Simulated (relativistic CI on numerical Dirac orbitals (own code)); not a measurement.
**P⁷⁺: q coefficients**

Method of calculation: Dirac-Coulomb-Breit CI, separate exchange-only KLI orbitals for each configuration, derivatives by finite differences, unscaled Slater integrals, QED left out (own radial code, finite nucleus).

Configuration list (outside the closed core 1s2): 2s2.2p4, 2s.2p5, 2p6, 2s2.2p3.3s, 2s2.2p3.3p, 2p5.3s, 2s2.2p3.3d, 2p5.3p. Levels of other configurations are missing.

With x = (α/α₀)² − 1 an excitation energy changes as ω = ω₀ + qx; K = 2q/ω₀ is the relative enhancement. Terms are leading LS components, so labels can repeat.

Lowest level 2s2.2p4 3P_2.

| Level | ω₀ (cm⁻¹) | q (cm⁻¹) |
| --- | --- | --- |
| 2s2.2p4 3P_1 | 5696 | 5951 |
| 2s2.2p4 3P_0 | 7742 | 7455 |
| 2s2.2p4 1D_2 | 54513 | 3588 |
| 2s2.2p4 1S_0 | 107309 | 4905 |
| 2s.2p5 3P°_2 | 409381 | 9331 |
| 2s.2p5 3P°_1 | 414455 | 14350 |
| 2s.2p5 3P°_0 | 417228 | 17220 |
| 2s.2p5 1P°_1 | 578197 | 12620 |
| 2p6 1S_0 | 985219 | 20810 |
| 2s2.2p3.3s 5S°_2 | 1430976 | 1065 |
| 2s2.2p3.3s 3S°_1 | 1456349 | 1053 |
| 2s2.2p3.3s 3D°_1 | 1516072 | 51.86 |
| 2s2.2p3.3s 3D°_2 | 1516143 | 303.4 |

At this charge configurations can still be misplaced by up to about 7 % of their energy.

(1) Which transition from the lowest level has the largest |K|?

Results:

(1) 2s2.2p4 3P_1 at 5696 cm⁻¹, K = 2.09.
